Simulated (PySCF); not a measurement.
Geometries of 7 isomers of C8H8, from PBE0-D3(BJ)/def2-SVP geometry optimisation, gas phase (PySCF). One conformer each, no zero-point energy, no frequencies.

Question: Which isomer lies lowest at this level?
A.
```xyz
16
angstrom
C      3.994    1.905    1.946
C      3.266    1.439    1.094
C      2.437    0.904    0.067
C      1.330    0.220    0.289
C      0.228   -0.446    0.509
C     -1.149    0.162    0.617
C     -2.053   -0.313   -0.482
C     -3.155   -1.042   -0.303
H      4.632    2.316    2.707
H      2.752    1.078   -0.972
H      0.292   -1.539    0.604
H     -1.585   -0.104    1.594
H     -1.059    1.260    0.586
H     -1.749   -0.038   -1.500
H     -3.487   -1.339    0.697
H     -3.771   -1.364   -1.147
```
B.
```xyz
16
angstrom
C      2.035    0.266   -0.487
C      1.963   -0.431    0.726
C      0.735   -0.788    1.301
C     -0.396   -0.407    0.595
C     -0.324    0.287   -0.613
C      0.885    0.645   -1.192
C     -1.828    0.345   -0.770
C     -1.910   -0.436    0.587
H      3.019    0.519   -0.891
H      2.892   -0.703    1.234
H      0.694   -1.332    2.248
H      0.957    1.189   -2.137
H     -2.269    1.355   -0.750
H     -2.236   -0.195   -1.639
H     -2.365   -1.436    0.518
H     -2.399    0.113    1.408
```
C.
```xyz
16
angstrom
C     -2.494   -0.283    0.120
C     -1.145   -0.153    0.080
C     -0.322   -1.351   -0.090
C      1.021   -1.506   -0.162
C      2.074   -0.519   -0.094
C      1.950    0.821    0.064
C      0.734    1.589    0.201
C     -0.557    1.180    0.207
H     -3.144    0.586    0.245
H     -2.973   -1.260    0.029
H     -0.910   -2.272   -0.170
H      1.369   -2.535   -0.293
H      3.091   -0.915   -0.180
H      2.876    1.403    0.092
H      0.887    2.667    0.317
H     -1.303    1.973    0.327
```
D.
```xyz
16
angstrom
C     -2.802   -0.765   -0.357
C     -1.937    0.250   -0.234
C     -0.477    0.163   -0.107
C      0.220   -1.057   -0.109
C      1.604   -1.089    0.015
C      2.328    0.098    0.144
C      1.653    1.317    0.148
C      0.267    1.346    0.023
H     -3.874   -0.576   -0.444
H     -2.484   -1.811   -0.376
H     -2.336    1.270   -0.222
H     -0.329   -1.996   -0.209
H      2.126   -2.049    0.011
H      3.416    0.070    0.242
H      2.209    2.252    0.248
H     -0.259    2.305    0.026
```
E.
```xyz
16
angstrom
C      3.636    0.865   -0.008
C      3.093   -0.360    0.084
C      1.705   -0.625    0.206
C      0.515   -0.872    0.311
C     -0.863   -1.178    0.435
C     -1.830   -0.256    0.435
C     -3.253    0.052    0.509
C     -2.201    1.149    0.348
H      3.016    1.766    0.006
H      4.717    0.991   -0.100
H      3.751   -1.238    0.067
H     -1.137   -2.235    0.538
H     -3.762   -0.035    1.476
H     -3.889   -0.184   -0.352
H     -2.122    1.653   -0.623
H     -1.996    1.799    1.206
```
F.
```xyz
16
angstrom
C      5.064    0.708   -0.665
C      3.920    0.393   -0.395
C      2.631    0.039   -0.091
C      1.488   -0.282    0.187
C      0.115   -0.643    0.490
C     -0.897   -0.099   -0.532
C     -2.298   -0.510   -0.208
C     -3.299    0.326    0.070
H      6.074    0.985   -0.903
H      0.036   -1.744    0.543
H     -0.145   -0.273    1.497
H     -0.618   -0.474   -1.531
H     -0.821    0.999   -0.574
H     -2.492   -1.591   -0.195
H     -4.303   -0.038    0.300
H     -3.151    1.411    0.070
```
G.
```xyz
16
angstrom
C      1.357   -0.079   -0.755
C      0.887    1.154   -0.581
C     -0.440    1.188    0.184
C     -1.396    0.289   -0.606
C     -0.926   -0.944   -0.780
C      0.452   -1.155   -0.147
C      0.293   -0.778    1.329
C     -0.177    0.456    1.503
H      2.283   -0.340   -1.269
H      1.365    2.072   -0.929
H     -0.826    2.204    0.327
H     -2.354    0.662   -0.970
H     -1.436   -1.750   -1.310
H      0.839   -2.171   -0.290
H      0.550   -1.478    2.125
H     -0.368    0.934    2.465
```

Answer: D. That is `c1ccccc1C=C`, 6.1 kcal/mol below the next.

| SMILES | atoms numbered as above | E (Eh) | relative (kcal/mol) | relative (kJ/mol) | dipole (D) |
| --- | --- | --- | --- | --- | --- |
| C=Cc1ccccc1 | [CH2:1]=[CH:2][c:3]1[cH:4][cH:5][cH:6][cH:7][cH:8]1 | -309.06586 | 0.0 | 0.0 | 0.15 |
| c1ccc2c(c1)CC2 | [cH:1]1[cH:2][cH:3][c:4]2[c:5]([cH:6]1)[CH2:7][CH2:8]2 | -309.05607 | 6.1 | 25.7 | 0.48 |
| C=C1C=CC=CC=C1 | [CH2:1]=[C:2]1[CH:3]=[CH:4][CH:5]=[CH:6][CH:7]=[CH:8]1 | -309.02011 | 28.7 | 120.1 | 0.72 |
| C1=CC2C=CC1C=C2 | [CH:1]1=[CH:2][C@H:3]2[CH:4]=[CH:5][C@@H:6]1[CH:7]=[CH:8]2 | -309.00419 | 38.7 | 161.9 | 0.00 |
| C=CC#CC=C1CC1 | [CH2:1]=[CH:2][C:3]#[C:4][CH:5]=[C:6]1[CH2:7][CH2:8]1 | -308.92877 | 86.0 | 359.9 | 0.87 |
| C#CC#CCCC=C | [CH:1]#[C:2][C:3]#[C:4][CH2:5][CH2:6][CH:7]=[CH2:8] | -308.91741 | 93.1 | 389.7 | 1.10 |
| C#CC=C=CCC=C | [CH:1]#[C:2][CH:3]=[C:4]=[CH:5][CH2:6][CH:7]=[CH2:8] | -308.91243 | 96.3 | 402.8 | 0.88 |

As drawn, the lowest has an aromatic ring, which the highest lacks; the highest has a C≡C bond and cumulated double bonds, which the lowest lacks.
